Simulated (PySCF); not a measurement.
Low-lying terms of Zn²⁺ (zinc, charge +2)

Ground state [Ar] 3d10, ¹S. Calculation: PySCF 2.14, in aug-cc-pVDZ-PP with two added diffuse shells each of s, p, d, f type with ECP10MDF (7s7p6d4f, 86 functions); scalar relativity through the core potential. Vertical excitation energies in eV without spin-orbit coupling; excited terms of each kind are numbered among those the solver found. Frozen: 3s2 3p6.

```
 term  leading excitation  EOM-EE-CCSD
 1 3D              3d → s       10.150
 1 1D              3d → s       10.650
1 3P°              3d → p       16.993
1 3F°              3d → p       17.335
1 1F°              3d → p       17.586
1 1D°              3d → p       17.929
1 3D°              3d → p       17.945
1 1P°              3d → p       18.138
 1 3F              3d → d       26.660
 1 3G              3d → d       26.662
 1 1G              3d → d       26.735
 2 3D              3d → s       28.205
 2 1D              3d → s       28.282
```

The solver can miss terms. Rydberg members are limited by the diffuse functions of the basis.
